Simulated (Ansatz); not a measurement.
SbH2(OMe) (CH5OSb). The state is a singlet with charge 0. Geometry PBE0-D4/def2-TZVP; atoms count from 1.

| atom | x (Å) | y (Å) | z (Å) |
| --- | --- | --- | --- |
| Sb1 | -1.031 | 1.085 | 0.823 |
| H2 | -0.123 | 2.068 | 1.886 |
| H3 | -0.726 | 2.164 | -0.485 |
| O4 | 0.521 | -0.087 | 0.490 |
| C5 | 0.360 | -1.092 | -0.479 |
| H6 | -0.530 | -1.715 | -0.304 |
| H7 | 1.237 | -1.743 | -0.435 |
| H8 | 0.292 | -0.680 | -1.496 |

In the def2 sets Sb takes a core potential; there is no spin–orbit coupling.

(1) Estimate the Mulliken populations from the PBE0/def2-TZVP orbitals of Ansatz.

(2) And the Mayer bond orders between heavy atoms (over 0.3)?

## Answers

(1) 
| atom | charge (e) |
| --- | --- |
| Sb1 | 0.39 |
| H2 | -0.01 |
| H3 | -0.03 |
| O4 | -0.48 |
| C5 | -0.21 |
| H6 | 0.11 |
| H7 | 0.13 |
| H8 | 0.11 |
Mulliken values depend strongly on the basis.

(2) Sb1–O4 0.89 (1.97 Å); O4–C5 1.01 (1.40 Å).
